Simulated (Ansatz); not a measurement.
`C[Se]C(O)F` and `O[CH](F)[GeH2][F]` differ in one atom or group.

Ansatz, PBE0-D4/def2-TZVP geometries, multiplicity 1. Each molecule was computed in one conformer, which needn't be the lowest.

Scalar relativity is left out up to krypton.

```
                                          property  `C[Se]C(O)F`
    size of the dipole moment (PBE/def2-TZVPP) / D          2.96
                HOMO energy (PBE0/def2-TZVPP) / eV         -6.43
             LUMO energy (ωB97M-V/def2-TZVPP) / eV          1.93
               HOMO energy (B3LYP/def2-TZVPP) / eV         -6.22
               HOMO–LUMO gap (PBE/def2-TZVPP) / eV          4.42
size of the dipole moment (ωB97M-V/def2-TZVPP) / D          3.06
```

Task: What does the change do to each property? (Estimate.)

Result: The calculation gave: 
| property | `O[CH](F)[GeH2][F]` | shift |
| --- | --- | --- |
| size of the dipole moment (PBE/def2-TZVPP) / D | 2.65 | -0.31 |
| HOMO energy (PBE0/def2-TZVPP) / eV | -8.55 | -2.12 |
| LUMO energy (ωB97M-V/def2-TZVPP) / eV | 1.64 | -0.29 |
| HOMO energy (B3LYP/def2-TZVPP) / eV | -8.36 | -2.14 |
| HOMO–LUMO gap (PBE/def2-TZVPP) / eV | 6.03 | 1.61 |
| size of the dipole moment (ωB97M-V/def2-TZVPP) / D | 2.72 | -0.34 |

With PBE0 the HOMO falls by 2.12 eV and the LUMO falls by 0.22 eV, so the gap widens by about 1.90 eV. PBE moves the HOMO by -1.80 eV and ωB97M-V by -2.17 eV. Dipoles are sizes alone; their direction can turn.

B3LYP here is the variant with VWN-RPA as its local correlation; programs differ in this.

Spin–orbit coupling is left out; it splits and shifts lone-pair levels of the heavy atoms by tenths of an eV.
